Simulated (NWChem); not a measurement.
System: SnH3O2Br; SMILES [OH][SnH]([OH])[Br]

```xyz
7

Sn     0.0248     0.7953     0.3308
O     -1.4687     1.6721    -0.6011
O      1.7162     1.5184    -0.3838
Br     0.0667    -1.6390    -0.2142
H     -0.1851     1.0864     1.9884
H     -1.3694     1.6606    -1.5608
H      2.2464     0.8284    -0.8019
```
Atoms are numbered in this order, from 1.

Level: PBE0/def2-SVP with def2 effective core potentials on Sn (NWChem), optimised geometry, unscaled harmonic frequencies. This build's default masses of Se (78.918 u) and Br (79.917 u) are each other's, which moves their modes by up to 0.6 %. def2 effective core potentials on Sn; no spin-orbit coupling.

### Question
List the harmonic frequencies with IR intensities, and the thermochemistry.

### Answer
```csv
frequency (cm⁻¹),IR intensity (km/mol)
93,29.7
127,22.1
156,66.2
181,64.9
225,61.6
262,54.5
539,59.1
560,42.4
634,56.7
649,85.4
848,131.8
862,95.9
2003,76.4
3883,75.3
3892,92.0
```

zero-point energy: 21.3 kcal/mol
thermal correction to the enthalpy at 298.15 K (with zero-point energy): 26.5 kcal/mol
heat capacity Cv: 22.5 cal/(mol K)
entropy at 298.15 K and 1 atm (symmetry number 1): 87.9 cal/(mol K)

Rigid rotor and harmonic oscillator; modes under 100 cm⁻¹ make the entropy uncertain.
